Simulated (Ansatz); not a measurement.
Reaction (ligand exchange at the Si–C bond): `BCC[SiH2]C` + HCl → `BCC[SiH2]Cl` + CH₄

Calculated with Ansatz (gas phase, PBE0-D4/def2-TZVP geometries, no zero-point term in ΔE). CCSD(T)/CBS adds triple-zeta CCSD(T) − MP2 to the extrapolated MP2 energy (def2 sets, frozen cores). This one scheme is used for every species. Functionals use def2-TZVPP. Each species was taken in one conformer, which may not be the lowest.

`BCC[SiH2]C`:

Cartesian coordinates in Å:
```
B 0.717 2.228 -1.520
C 0.657 0.885 -0.744
C -0.680 0.143 -0.671
Si -0.608 -1.486 0.262
C -0.088 -1.241 2.045
H -0.251 2.706 -2.042
H 1.760 2.814 -1.601
H 1.446 0.240 -1.165
H 1.050 1.098 0.264
H -1.438 0.781 -0.202
H -1.052 -0.057 -1.682
H 0.371 -2.386 -0.417
H -1.941 -2.153 0.219
H -0.791 -0.588 2.569
H -0.056 -2.195 2.575
H 0.906 -0.791 2.109
```

HCl:

Z-matrix (Å, degrees):
```
Cl
H 1 1.279
```

`BCC[SiH2]Cl`:

Cartesian coordinates in Å:
```
B -0.335 2.226 -0.389
C 0.265 0.798 -0.377
C -0.616 -0.356 0.108
Si 0.292 -1.968 0.333
Cl 1.807 -1.701 1.710
H -1.331 2.488 0.225
H 0.234 3.107 -0.969
H 0.757 0.561 -1.328
H 1.121 0.932 0.315
H -1.100 -0.096 1.055
H -1.431 -0.539 -0.604
H 0.930 -2.412 -0.931
H -0.594 -3.041 0.851
```

CH₄:

Cartesian coordinates in Å:
```
C 0.000 0.000 0.000
H 0.349 -0.248 -1.002
H -0.045 1.083 0.111
H 0.689 -0.412 0.737
H -0.992 -0.423 0.154
```

| level | ΔE (kJ/mol) | difference from CCSD(T)/CBS |
| --- | --- | --- |
| PBE-D4 | -108.2 | 2.5 |
| r2SCAN-D4 | -113.6 | -2.9 |
| B2PLYP | -113.7 | -3.0 |
| PBE | -108.9 | 1.8 |
| HF/def2-TZVPP | -120.5 | -9.8 |
| MP2/def2-TZVPP | -112.6 | -1.9 |
| CCSD(T)/def2-TZVPP | -106.9 | 3.8 |
| MP2/def2-QZVPP | -114.8 | -4.1 |
| MP2/CBS(def2) | -116.4 | -5.7 |
| CCSD/CBS(def2) | -111.2 | -0.5 |
| CCSD(T)/CBS | -110.7 | 0 |

Largest T1 diagnostic among the species: 0.010.

In def2-TZVPP, CCSD(T) changes the Hartree–Fock value by +13.6 kJ/mol (the triples alone add +0.5 kJ/mol) and MP2 by +7.9 kJ/mol.
